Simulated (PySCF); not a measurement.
Species: C6H7Al.
Geometry (PBE0-D3(BJ)/def2-SVP, Å), atoms numbered from 1 in this order:
```xyz
14
C6H7Al angstrom
Al     2.716   -0.124   -0.005
C      0.770   -0.036   -0.002
C     -0.015   -1.201    0.090
C     -1.408   -1.142    0.091
C     -2.050    0.093    0.001
C     -1.298    1.264   -0.091
C      0.094    1.197   -0.092
H      3.553    1.226   -0.112
H      3.435   -1.540    0.100
H      0.471   -2.180    0.161
H     -1.996   -2.060    0.163
H     -3.142    0.143    0.001
H     -1.801    2.232   -0.162
H      0.667    2.127   -0.165
```

Level: PBE0/pcSseg-1 and wB97X-D/def2-SVPD in PySCF, non-relativistic, on one gas-phase PBE0-D3(BJ)/def2-SVP geometry that isn't relaxed in the solvent. The solvent is an IEF-PCM continuum (cavity from Bondi-type radii × 1.2). Specific hydrogen bonds and non-electrostatic terms are outside this model.

Gas phase at PBE0/pcSseg-1: HOMO -7.41 eV, LUMO -1.71 eV, dipole 1.05 D.

Q: What does the continuum do to the energy, the frontier levels and the dipole at PBE0/pcSseg-1 in dichloromethane and water?

A: 
```tsv
solvent	ε	E(solvent) − E(gas) (kJ/mol)	polarisation term (kJ/mol)	distortion of the solute (kJ/mol)	HOMO (eV)	LUMO (eV)	dipole (D)
dichloromethane	8.93	-19.06	-20.76	1.70	-7.38	-1.45	1.10
water	78.36	-22.78	-25.21	2.43	-7.39	-1.41	1.11
```

Polarisation term: ½ Σ q·V over the induced surface charges. Distortion: the rise of the solute's own energy as its density leaves the gas-phase optimum. From dichloromethane to water the lowering changes by a factor 1.19, Onsager's factor (ε − 1)/(2ε + 1) by 1.17 and ε itself by 8.8.

Q: Which radius a makes the point-dipole formula ΔE = −[(ε − 1)/(2ε + 1)]·μ²/a³ give the value in water, with the gas-phase dipole?

A: μ = 0.412 au and |ΔE| = 0.00868 Eh give a = 1.13 Å; the farthest nucleus lies 3.77 Å from the centroid of the nuclei, so such a sphere wouldn't even hold the nuclei. The formula assumes a rigid point dipole at the centre of a sphere.

Q: Give the dipole vector in the frame of the coordinates (D, pointing from negative to positive charge), gas and water.

A: Gas (-1.05, 0.04, 0.00), solvent (-1.11, 0.04, 0.00). Its length changes by +6 % and its direction by less than 1°.

Q: Which Hirshfeld charges (PBE0/pcSseg-1) respond most in dichloromethane (means over atoms taken as equivalent)?

A: 
| atoms | environment | gas (e) | solvent (e) | change |
| --- | --- | --- | --- | --- |
| Al1 | aluminium bonded to C and 2 H | +0.499 | +0.528 | +0.029 |
| H8/H9 | Al–H hydrogen | -0.171 | -0.182 | -0.011 |
| C5 | aromatic CH carbon | -0.040 | -0.046 | -0.006 |
| C4/C6 | aromatic CH carbon | -0.050 | -0.056 | -0.006 |
| C3/C7 | aromatic CH carbon | -0.048 | -0.053 | -0.005 |
| H12 | aromatic hydrogen | +0.052 | +0.057 | +0.005 |

Q: Which Mayer bond orders change most in dichloromethane?

A: 
```csv
bond,length (Å),gas,solvent,change
Al1–H8,1.592,0.910,0.885,-0.025
Al1–H9,1.592,0.910,0.885,-0.025
Al1–C2,1.948,0.867,0.861,-0.006
C3–C4,1.394,1.443,1.438,-0.005
C6–C7,1.394,1.443,1.438,-0.005
C4–C5,1.395,1.421,1.418,-0.003
C5–C6,1.395,1.421,1.418,-0.003
C5–H12,1.093,0.966,0.965,-0.001
```

Q: How do the nuclear quadrupole coupling constants eQVzz/h respond in dichloromethane?

A: 
| nucleus | Q (barn) | gas (MHz) | solvent (MHz) | η gas | η solvent |
| --- | --- | --- | --- | --- | --- |
| 27Al at Al1 | 0.1466 | 50.16 | 49.43 | 0.01 | 0.04 |

Gas phase at wB97X-D/def2-SVPD: HOMO -9.18 eV, LUMO -0.02 eV, dipole 1.00 D.

Q: What does the continuum do to the energy, the frontier levels and the dipole at wB97X-D/def2-SVPD in dichloromethane and water?

A: 
```json
{"solvent": "dichloromethane", "ε": "8.93", "E(solvent) − E(gas) (kJ/mol)": "-18.90", "polarisation term (kJ/mol)": "-20.89", "distortion of the solute (kJ/mol)": "1.99", "HOMO (eV)": "-9.14", "LUMO (eV)": "0.26", "dipole (D)": "1.09"}
{"solvent": "water", "ε": "78.36", "E(solvent) − E(gas) (kJ/mol)": "-22.63", "polarisation term (kJ/mol)": "-25.51", "distortion of the solute (kJ/mol)": "2.88", "HOMO (eV)": "-9.15", "LUMO (eV)": "0.30", "dipole (D)": "1.10"}
```

Q: How does the static polarisability (wB97X-D/def2-SVPD, frozen core, with the continuum's full static response) change?

A: 
| medium | isotropic (au) | principal values (au) | ⟨r²⟩ of the electrons (bohr²) |
| --- | --- | --- | --- |
| gas | 97.7 | 62.4, 102.3, 128.2 | 979.7 |
| dichloromethane | 131.0 | 84.2, 142.5, 166.4 | 979.8 |
| water | 139.0 | 91.0, 152.1, 173.8 | 979.8 |

The isotropic value in water is 1.42 times the gas-phase one; no cavity-field correction is applied. ⟨r²⟩ is taken about the centre of nuclear charge.

The pairwise dispersion term of wB97X-D wasn't added to the energies; at a given geometry it leaves orbitals and properties as they are.
